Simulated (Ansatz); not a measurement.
```xyz
6

C    -0.0267   -0.4249   -0.0925
O    -0.0146   -0.4268    1.1850
N     0.0484    0.6680   -0.8578
H     0.0499   -1.3602   -0.6420
H    -0.0239    0.5722   -1.8969
H    -0.0421    1.6132   -0.4096
```

Basis set: aug-cc-pVDZ (spherical functions). Correlated methods keep 3 orbitals frozen. Charge 0, multiplicity 1.

Computed with Ansatz (development build ahead of 0.2.0); each method stands on the lowest determinant of its kind that the runs found. Restricted open shells among the atoms or ions are ROHF, correlated in semicanonical orbitals with singles.

The atomization energy at this shape (free ground-state atoms in the same class of orbitals less the molecule, no zero-point energy) of singlet CH3NO:

| method | atomization energy |
| --- | --- |
| RHF-MP2 | 23.25 eV |

(1) What does RHF give?

Results:

(1) 15.98 eV.
